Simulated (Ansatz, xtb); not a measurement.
System: ScF$_{3}$ (charge -1, doublet). The spin state was set by rule; other spins were not relaxed. 
Structure (B3LYP-D3(BJ)/def2-TZVP (Ansatz, a program for electronic structure) minimum search):
```
Sc
F 1 1.9182
F 1 1.9182 2 120.00
F 1 1.9182 2 120.00 3 -180.00
```
Charge -1, spin multiplicity 2.

Harmonic wavenumbers from GFN2-xTB (xtb, at its own minimum), cm⁻¹: 122, 132, 132, 406, 516, 516.

**Question.** Give the harmonic wavenumbers at B3LYP-D3(BJ)/def2-TZVP (Ansatz, finite differences of forces, unscaled).

**Answer.** 67, 148, 148, 501, 608, 608 cm⁻¹. Zero-point energy 3.0 kcal/mol.

**Question.** From these and the geometry, give the ideal-gas thermochemistry at 298.15 K and 1 atm (rigid rotor, harmonic oscillator).

**Answer.** Point group D3h, rotational symmetry number 6. Rotational constants 4.82, 4.82, 2.41 GHz. S(trans) 39.78, S(rot) 22.59, S(vib) 11.18, S(elec, spin only) 1.38, S 74.9 cal/(mol K). H(298) - H(0) 4.02 kcal/mol; G - E(el) -15.3 kcal/mol.
